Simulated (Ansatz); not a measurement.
Reaction (formal hydrolysis of a C–Sn bond): `CO[C](=N)[SnH3]` + H₂O → `COC(=N)O` + `[SnH4]`

Computed with Ansatz on PBE0-D4/def2-TZVP structures; ΔE is electronic, products minus reactants. CCSD(T)/CBS adds triple-zeta CCSD(T) − MP2 to the extrapolated MP2 energy (def2 sets, frozen cores). This one scheme is used for every species. Functionals use def2-TZVPP. B3LYP here is the variant with VWN-RPA as its local correlation; programs differ in this. def2 core potentials past Kr. For Sn outer-core shells are correlated without core-valence functions, which leaves a few kJ/mol of doubt a bond. Each species was taken in one conformer, which may not be the lowest.

(1) Is it downhill or uphill in electronic energy at CCSD(T)/CBS, and by how much? (Estimate.)

(2) What do these levels give: r2SCAN-D4, B3LYP-D4, B2PLYP, PBE, r2SCAN, B3LYP, SCS-MP2/def2-TZVPP, CCSD/def2-TZVPP, HF/def2-QZVPP, MP2/def2-QZVPP, SCS-MP2/def2-QZVPP, HF/CBS(def2)? (An estimate is asked.)

Largest T1 diagnostic among the species: 0.014.

Answers

(1) Ansatz gave: Nearly level: ΔE = +0.2 kcal/mol.

(2) The calculation gave: r2SCAN-D4 -5.6, B3LYP-D4 -3.3, B2PLYP -3.4, PBE -4.4, r2SCAN -5.9, B3LYP -4.9, SCS-MP2/def2-TZVPP -1.5, CCSD/def2-TZVPP -3.1, HF/def2-QZVPP -9.6, MP2/def2-QZVPP 0.9, SCS-MP2/def2-QZVPP -0.2, HF/CBS(def2) -9.5 kcal/mol.

In def2-TZVPP, CCSD(T) changes the Hartree–Fock value by +7.9 kcal/mol (the triples alone add +1.1 kcal/mol) and MP2 by +9.4 kcal/mol. From PBE to PBE0 (25 % exact exchange), in def2-TZVPP and without D4, ΔE moves by −1.6 kcal/mol. The D4 term adds +1.7 kcal/mol with B3LYP and +0.9 kcal/mol with PBE0; it sums over pairs of atoms, weighted by their polarisabilities, and B3LYP, whose exchange is more repulsive, gets the larger term.
